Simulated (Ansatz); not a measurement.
The cluster AsSe₂ (the lowest doublet isomer of a short search) was relaxed with PBE0-D4 (def2-TZVP) in Ansatz in these states: neutral doublet, neutral quartet. The geometries follow in no particular order.

A:

Cartesian coordinates in Å:
```
As 0.4349 -0.1450 -1.1576
Se -0.1639 1.4724 0.4236
Se -0.2710 -1.3274 0.7340
```

B:

```xyz
3

As   -1.1364    0.1493    0.7028
Se    0.0905    0.5378   -1.2538
Se    1.0459   -0.6870    0.5510
```

**Question.** Judge from the bond lengths which geometry belongs to which state (an estimate).

**Answer.** A is the neutral quartet (Se2–Se3 2.819 Å, As1–Se3 2.340 Å, As1–Se2 2.340 Å); B is the neutral doublet (Se2–Se3 2.381 Å, As1–Se3 2.342 Å, As1–Se2 2.342 Å).

At PBE0-D4/def2-TZVP a doublet lies 1.14 eV below the neutral quartet. These are the stationary points nearest to one start from a short search; other shapes may lie lower in each state.
